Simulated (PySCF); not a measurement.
# How methods differ on the excitation energy of Sr

Sr [Kr] 5s2 (1S) → Sr [Kr] 4d1 5s1 (3D), as a difference of total energies. Calculation: PySCF 2.14, in aug-cc-pVDZ-X2C (7s6p4d, 45 functions); the spin-free X2C one-electron Hamiltonian (Gaussian nucleus). Correlated levels: valence: [Kr] frozen. The calculations carry no spin-orbit coupling.

Problem. Order these methods by the excitation energy they give, lowest first.
A. SCS-MP2 (valence)
B. MP2 (valence)
C. CCSD (valence)
D. UHF

Solution. D (1.894 eV), B (2.311 eV), A (2.412 eV), C (2.539 eV).

Errors of the correlated levels include the incompleteness of this basis and the frozen core.

With two correlated electrons CCSD is exact in that space.

For comparison: 2.263 eV (measured; NIST levels, between the centres of gravity of the two terms).
